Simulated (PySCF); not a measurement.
Gas-phase reaction: TiCl3NH2 + N + Cl = TiCl4 + 2 NH

Method: PySCF energies plus ideal-gas RRHO corrections (1 bar). † marks an energy on the PBE0/def2-TZVP geometry and frequencies. MP2 and CCSD(T) freeze the core. Open shells (unrestricted): N (multiplicity 4), Cl (multiplicity 2), NH (multiplicity 3); the rest are closed-shell singlets. Spin-orbit splitting is ignored; it lowers the true energy and changes the entropy of Cl. B3LYP is the form with VWN-RPA correlation. TiCl3NH2: computed as isolated molecules; such fragments, hydroxides, amides, oligomers or adducts are transient or little studied in the gas. MP2 isn't extrapolated to the basis-set limit. CCSD(T) isn't extrapolated to the basis-set limit. Warning, large T1 diagnostic: TiCl4, TiCl3NH2 (CCSD(T)/def2-SVP†).

```csv
level,"ΔH°(298 K), kJ"
B3LYP/def2-TZVP†,-5
BLYP/def2-TZVP†,…
CCSD(T)/def2-SVP†,…
HF/def2-TZVP†,12
M06-2X/def2-TZVP†,20
MP2/def2-SVP†,…
LDA/def2-TZVP†,21
ωB97M-V/def2-TZVP†,…
ωB97X-V/def2-TZVP†,13
```

Q: Complete the blanks.

A: 
- BLYP/def2-TZVP†, ΔH°(298 K), kJ: -15
- CCSD(T)/def2-SVP†, ΔH°(298 K), kJ: 36
- MP2/def2-SVP†, ΔH°(298 K), kJ: 45
- ωB97M-V/def2-TZVP†, ΔH°(298 K), kJ: 10
